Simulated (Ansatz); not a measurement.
H$_{8}$OSi$_{4}$, SMILES `[SiH3][SiH]1O[SiH2][SiH2]1`, relaxed with RKS PBE-D4/def2-SVP in Ansatz 0.2.0 from a rough embedded geometry. The force threshold is 0.03 eV/Å; the program also tests the step.

The species carries charge 0 and has multiplicity 1.

Start:

```xyz
13

Si    2.008   -0.298    0.829
Si    0.410   -0.601   -0.698
O    -0.842   -1.550   -0.165
Si   -1.967   -0.333    0.290
Si   -0.906    1.225   -0.930
H     3.037    0.758    0.344
H     1.448    0.275    2.095
H     2.751   -1.495    1.139
H     0.950   -1.103   -2.040
H    -3.294   -0.665   -0.086
H    -1.726   -0.141    1.772
H    -0.446    2.466   -0.270
H    -1.421    1.463   -2.280
```

**Question.** How much energy does the relaxation release, and in how many steps? (An estimate is asked.)

**Answer.** Computed: 0.61 eV, in 10 steps.

**Question.** Which bonds change most? (Best estimate.)

**Answer.** Computed: Si4–Si5 from 2.245 to 2.373 Å; Si1–Si2 from 2.231 to 2.352 Å; Si2–Si5 from 2.263 to 2.376 Å; Si4–H10 from 1.418 to 1.505 Å.

**Question.** Give the relaxed structure. (Best estimate.)

**Answer.** The calculation gave: 
```xyz
13

Si    2.306   -0.276    0.788
Si    0.464   -0.562   -0.646
O    -0.793   -1.428    0.151
Si   -2.145   -0.381    0.269
Si   -0.961    1.325   -0.879
H     3.364    0.532    0.079
H     1.863    0.479    2.013
H     2.901   -1.591    1.216
H     0.865   -1.268   -1.917
H    -3.344   -0.974   -0.420
H    -2.499   -0.118    1.708
H    -0.590    2.560   -0.103
H    -1.432    1.701   -2.258
```
